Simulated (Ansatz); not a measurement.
`[NH2][Sc]([OH])[O][SiH3]` and `[NH2][Sc]([OH])[OH]` differ in one atom or group.

Ansatz, PBE0-D4/def2-TZVP geometries, multiplicity 1. Each molecule was computed in one conformer, which needn't be the lowest.

Scalar relativity is left out up to krypton.

```csv
property,`[NH2][Sc]([OH])[O][SiH3]`
HOMO energy (PBE/def2-TZVPP) / eV,-5.78
LUMO energy (PBE0/def2-TZVPP) / eV,-1.53
HOMO energy (B3LYP/def2-TZVPP) / eV,-6.87
LUMO energy (B3LYP/def2-TZVPP) / eV,-1.90
HOMO energy (PBE0/def2-TZVPP) / eV,-7.09
HOMO–LUMO gap (PBE0/def2-TZVPP) / eV,5.56
```

What does the change do to each property? (An estimate is asked.)

Computed: 
| property | `[NH2][Sc]([OH])[OH]` | shift |
| --- | --- | --- |
| HOMO energy (PBE/def2-TZVPP) / eV | -5.47 | 0.31 |
| LUMO energy (PBE0/def2-TZVPP) / eV | -1.23 | 0.30 |
| HOMO energy (B3LYP/def2-TZVPP) / eV | -6.57 | 0.30 |
| LUMO energy (B3LYP/def2-TZVPP) / eV | -1.61 | 0.29 |
| HOMO energy (PBE0/def2-TZVPP) / eV | -6.79 | 0.30 |
| HOMO–LUMO gap (PBE0/def2-TZVPP) / eV | 5.56 | 0.00 |

B3LYP here is the variant with VWN-RPA as its local correlation; programs differ in this.
